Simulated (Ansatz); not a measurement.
Compare A (`BCC(=N)N`) with its isomer B (`B/C=N/CN`).

Program: Ansatz. Geometries: PBE0-D4/def2-TZVP. ΔE: electronic, gas phase. CCSD(T)/CBS is the MP2 limit (def2-TZVPP, def2-QZVPP) plus CCSD(T) − MP2 in def2-TZVPP, frozen cores. Functionals use def2-TZVPP. B3LYP here is the variant with VWN-RPA as its local correlation; programs differ in this. Each species was taken in one conformer, which may not be the lowest.

(1) Which is lower in electronic energy at CCSD(T)/CBS, and by how much? (An estimate is asked.)

(2) Give E(B) − E(A) in kcal/mol with r2SCAN-D4, CCSD/def2-TZVPP, PBE0-D4, ωB97M-V, B2PLYP, CCSD(T)/def2-TZVPP, B3LYP-D4. (An estimate is asked.)

Largest T1 diagnostic: 0.013.

## Answers

(1) Ansatz gave: A, by 22.2 kcal/mol.

(2) The calculation gave: r2SCAN-D4 25.3, CCSD/def2-TZVPP 21.9, PBE0-D4 24.4, ωB97M-V 23.7, B2PLYP 22.4, CCSD(T)/def2-TZVPP 21.8, B3LYP-D4 22.6. None reverses the order clearly.

From PBE to PBE0 (25 % exact exchange), in def2-TZVPP and without D4, E(B) − E(A) moves by +0.8 kcal/mol.
